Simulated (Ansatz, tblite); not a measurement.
Removing and adding an electron: the cluster Al₂F₂. Charge 0, multiplicity 1. Geometry: r2SCAN-D4/def2-TZVP. Ansatz, gas phase; energy differences of separate SCF runs; the oxidised species was run as a doublet alone; the reduced species was run as a doublet alone.

Cartesian coordinates in Å:
```
Al -0.1796 0.8389 1.2286
Al 0.1839 -0.8416 -1.2293
F 0.6743 2.2579 1.0722
F -0.6786 -2.2551 -1.0716
```

The xTB rows come from tblite. Correlated methods freeze 12 core orbitals. In CCSD on the charge -1 doublet the largest single amplitude is 0.17, so its Hartree–Fock determinant may place the open shell otherwise than the density functionals do. The structure comes from a short search, and lower isomers may exist.

Task: Estimate orbital energies and vertical ionisation energies and electron affinities at: GFN1-xTB; GFN2-xTB; PBE-D4/def2-TZVP; PBE-D4/def2-TZVPD; r2SCAN-D4/def2-TZVP; r2SCAN-D4/def2-TZVPD; PBE0-D4/def2-TZVP; PBE0-D4/def2-TZVPD; CCSD/def2-TZVPD; CCSD/def2-TZVPP; CCSD(T)/def2-TZVPD; CCSD(T)/def2-TZVPP.

Result: 
```json
{"level": "GFN1-xTB", "−HOMO (eV)": "11.96", "vertical IE (eV)": "15.03", "−LUMO (eV)": "5.42", "vertical EA (eV)": "2.59", "HOMO–LUMO gap (eV)": "6.53", "IE − EA (eV)": "12.43", "remarks": "–"}
{"level": "GFN2-xTB", "−HOMO (eV)": "8.65", "vertical IE (eV)": "12.61", "−LUMO (eV)": "6.55", "vertical EA (eV)": "3.07", "HOMO–LUMO gap (eV)": "2.11", "IE − EA (eV)": "9.54", "remarks": "–"}
{"level": "PBE-D4/def2-TZVP", "−HOMO (eV)": "5.55", "vertical IE (eV)": "8.15", "−LUMO (eV)": "2.99", "vertical EA (eV)": "–", "HOMO–LUMO gap (eV)": "2.56", "IE − EA (eV)": "–", "remarks": "–"}
{"level": "PBE-D4/def2-TZVPD", "−HOMO (eV)": "5.59", "vertical IE (eV)": "–", "−LUMO (eV)": "3.03", "vertical EA (eV)": "0.87", "HOMO–LUMO gap (eV)": "2.56", "IE − EA (eV)": "–", "remarks": "HOMO above zero (-1 doublet)"}
{"level": "r2SCAN-D4/def2-TZVP", "−HOMO (eV)": "5.66", "vertical IE (eV)": "8.02", "−LUMO (eV)": "2.92", "vertical EA (eV)": "–", "HOMO–LUMO gap (eV)": "2.74", "IE − EA (eV)": "–", "remarks": "–"}
{"level": "r2SCAN-D4/def2-TZVPD", "−HOMO (eV)": "5.68", "vertical IE (eV)": "–", "−LUMO (eV)": "2.95", "vertical EA (eV)": "0.98", "HOMO–LUMO gap (eV)": "2.74", "IE − EA (eV)": "–", "remarks": "HOMO above zero (-1 doublet)"}
{"level": "PBE0-D4/def2-TZVP", "−HOMO (eV)": "6.35", "vertical IE (eV)": "8.18", "−LUMO (eV)": "2.34", "vertical EA (eV)": "–", "HOMO–LUMO gap (eV)": "4.01", "IE − EA (eV)": "–", "remarks": "–"}
{"level": "PBE0-D4/def2-TZVPD", "−HOMO (eV)": "6.38", "vertical IE (eV)": "–", "−LUMO (eV)": "2.39", "vertical EA (eV)": "0.88", "HOMO–LUMO gap (eV)": "3.98", "IE − EA (eV)": "–", "remarks": "HOMO above zero (-1 doublet)"}
{"level": "CCSD/def2-TZVPD", "−HOMO (eV)": "–", "vertical IE (eV)": "–", "−LUMO (eV)": "–", "vertical EA (eV)": "0.68", "HOMO–LUMO gap (eV)": "–", "IE − EA (eV)": "–", "remarks": "large T1 (0.047) (-1 doublet), restricted SCF unstable (singlet), spin-contaminated (⟨S²⟩ 1.00) (-1 doublet)"}
{"level": "CCSD/def2-TZVPP", "−HOMO (eV)": "–", "vertical IE (eV)": "8.25", "−LUMO (eV)": "–", "vertical EA (eV)": "–", "HOMO–LUMO gap (eV)": "–", "IE − EA (eV)": "–", "remarks": "restricted SCF unstable (singlet), spin-contaminated (⟨S²⟩ 0.94) (+1 doublet)"}
{"level": "CCSD(T)/def2-TZVPD", "−HOMO (eV)": "–", "vertical IE (eV)": "–", "−LUMO (eV)": "–", "vertical EA (eV)": "0.71", "HOMO–LUMO gap (eV)": "–", "IE − EA (eV)": "–", "remarks": "large T1 (0.047) (-1 doublet), restricted SCF unstable (singlet), spin-contaminated (⟨S²⟩ 1.00) (-1 doublet)"}
{"level": "CCSD(T)/def2-TZVPP", "−HOMO (eV)": "–", "vertical IE (eV)": "8.28", "−LUMO (eV)": "–", "vertical EA (eV)": "–", "HOMO–LUMO gap (eV)": "–", "IE − EA (eV)": "–", "remarks": "restricted SCF unstable (singlet), spin-contaminated (⟨S²⟩ 0.94) (+1 doublet)"}
```

Run but left out: HF/def2-TZVPP, HF/def2-TZVPD (singlet: restricted singlet, unstable towards broken spin symmetry); MP2/def2-TZVPP (charge +1 doublet: ⟨S²⟩ 0.94, where a pure state has 0.75); MP2/def2-TZVPD (charge -1 doublet: ⟨S²⟩ 1.00, where a pure state has 0.75).   A HOMO above zero means that the electron is unbound at that level or that self-interaction error raises the level; the energy of removing that electron tells which. Raw xTB energy differences between charge states are shifted by several eV; the methods need an empirical correction for them.
